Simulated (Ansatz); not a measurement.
Geometry optimisation, Ansatz 0.2.0, RKS CAM-B3LYP-D4/def2-SVP.

Input:

```yaml
crystal:
  periodic: [false, false, false]
  atoms:
    - { symbol: Ga, position_ang: [0.139305, 0.514725, -0.385942] }
    - { symbol: O, position_ang: [-0.171889, -0.172249, 2.495437] }
    - { symbol: H, position_ang: [-1.112825, -0.316623, 2.658703] }
    - { symbol: H, position_ang: [1.512676, -0.142315, -0.684674] }
    - { symbol: H, position_ang: [-1.281326, 0.025529, -0.794957] }
    - { symbol: "N", position_ang: [0.151269, 2.16752, 0.540233] }
    - { symbol: H, position_ang: [1.013036, 2.685689, 0.675133] }
    - { symbol: H, position_ang: [-0.640119, 2.800275, 0.481692] }
    - { symbol: H, position_ang: [-0.111127, 0.796047, 2.309775] }
basis:
  gaussian: { orbitals: def2-SVP }
hamiltonian:
  xc: cam_b3lyp
  dispersion: d4
relax:
  f_tol: 0.03
  max_steps: 50
output:
  orbitals: {}
```

Command:

```bash
$ ansatz run input.yaml --threads 2 --pin off --max-ram 3072MiB --backend cpu --events-out ev --progress --plain --runs-dir out
```

Problem. Where does it end, and by what steps?

Solution. The run converged. After 7 steps the energy has fallen by 0.389 eV; O2 moved furthest, 0.47 Å. Joined: Ga1–O2 (2.98 → 2.15 Å).

| step | energy less start (eV) | largest force component (eV/Å) | accepted |
| --- | --- | --- | --- |
| 0 | 0.0000 | 1.049 | yes |
| 1 | -0.1524 | 0.753 | yes |
| 2 | -0.3061 | 0.876 | yes |
| 3 | -0.3462 | 0.928 | yes |
| 4 | -0.3811 | 0.319 | yes |
| 5 | -0.3860 | 0.123 | yes |
| 6 | -0.3884 | 0.034 | yes |
| 7 | -0.3886 | 0.020 | yes |

```xyz
9
Properties=species:S:1:pos:R:3
Ga 0.069 0.419 -0.043
O -0.108 -0.053 2.044
H -0.965 -0.373 2.357
H 1.438 -0.212 -0.446
H -1.335 0.005 -0.604
N 0.125 2.155 0.722
H 1.006 2.665 0.687
H -0.619 2.806 0.479
H -0.113 0.946 2.099
```

Whether the end is a true minimum wasn't checked by a vibrational analysis.

Run time: 38 s on 2 threads of Intel(R) Xeon(R) Platinum 8259CL CPU @ 2.50GHz (Skylake/Cascade Lake), with other jobs on the host, peak memory 0.23 GiB.
